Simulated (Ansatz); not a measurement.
Cost and result for the atomization energy of `CC(C)[SiH](F)F` (14 atoms, 13 bonds).

Z-matrix (Å, degrees):
```
C
C 1 1.528
H 1 1.092 2 112.0
H 1 1.094 2 110.5 3 -120.3
H 1 1.093 2 111.1 3 120.6
C 2 1.529 1 111.8 3 177.9
Si 2 1.854 1 111.9 3 -57.4
H 2 1.099 1 108.5 3 58.4
H 6 1.094 2 110.6 1 -58.6
H 6 1.094 2 112.3 1 -178.7
H 6 1.093 2 111.1 1 60.6
F 7 1.593 2 109.8 1 -61.4
F 7 1.592 2 110.2 1 55.8
H 7 1.479 2 114.5 1 177.5
```

Charge 0, multiplicity 1. Geometry: relaxed with PBE0-D4/def2-TZVP. It is one conformer, not always the lowest. Program: Ansatz. All runs use 2 threads of an AMD EPYC 7R13 on a shared host and a share of an NVIDIA H100 80 GB. Times are those of one run each, without the atoms' runs, and a repeat can differ threefold. Electronic energies, without spin–orbit coupling; frozen cores. CCSD(T)/CBS adds CCSD(T) − MP2 in def2-TZVPP to the MP2 limit, and its time is that of the two runs behind it. T1 = 0.011. HSE06 is the plane-wave form, built on full-range PBE exchange.

CCSD(T)/CBS is a level of theory with its own doubt, some kJ/mol a heavy atom from the limit and from the frozen cores, so smaller differences don't rank the functionals.

```csv
level,functions,wall time
BLYP-D4/def2-TZVPP,309,7 s
PBE-D4/def2-TZVPP (with forces),309,9.5 s
r2SCANh-D4/def2-TZVPP,309,10 s
CAM-B3LYP-D4/def2-TZVPP,309,11 s
revPBE-D4/def2-TZVPP,309,11 s
HSE06-D4/def2-TZVPP,309,12 s
ωB97X-V/def2-TZVPP,309,12 s
ωB97M-V/def2-TZVPP (with forces),309,12 s
CCSD(T)/def2-SVP,128,12 s
r2SCAN-D4/def2-TZVPP (with forces),309,12 s
MP2/def2-QZVPP,595,12 s
CCSD(T)/def2-TZVPP,309,28 s
CCSD(T)/CBS(def2),–,40 s
```

(1) What atomization energy does each give, and how far from CCSD(T)/CBS? (Estimate.)

## Answers

(1) The calculation gave: 
```tsv
level	atomization (kJ/mol)	difference from CCSD(T)/CBS	per bond
BLYP-D4/def2-TZVPP	5555.3	-50.0	-3.8
PBE-D4/def2-TZVPP (with forces)	5656.9	51.6	4.0
r2SCANh-D4/def2-TZVPP	5573.9	-31.4	-2.4
CAM-B3LYP-D4/def2-TZVPP	5618.8	13.5	1.0
revPBE-D4/def2-TZVPP	5532.8	-72.5	-5.6
HSE06-D4/def2-TZVPP	5588.6	-16.7	-1.3
ωB97X-V/def2-TZVPP	5602.1	-3.2	-0.2
ωB97M-V/def2-TZVPP (with forces)	5604.2	-1.1	-0.1
CCSD(T)/def2-SVP	5307.8	-297.5	-22.9
r2SCAN-D4/def2-TZVPP (with forces)	5600.8	-4.5	-0.3
MP2/def2-QZVPP	5644.3	39.0	3.0
CCSD(T)/def2-TZVPP	5474.8	-130.5	-10.0
CCSD(T)/CBS(def2)	5605.3	0.0	0.0
```

From r2SCAN to r2SCAN0 (25 % exact exchange), in def2-TZVPP and without D4, the atomization energy moves by −66.3 kJ/mol: exact exchange takes away binding that semilocal exchange gives to molecules. In def2-TZVPP, CCSD(T) changes the Hartree–Fock value by +1214.6 kJ/mol (the triples alone add +64.4 kJ/mol) and MP2 by +1305.8 kJ/mol; breaking electron pairs costs correlation energy, which Hartree–Fock lacks. The D4 term adds +46.2 kJ/mol with B3LYP and +24.4 kJ/mol with PBE0; it sums over pairs of atoms, weighted by their polarisabilities, and B3LYP, whose exchange is more repulsive, gets the larger term.

B3LYP here is the variant with VWN-RPA as its local correlation; programs differ in this.
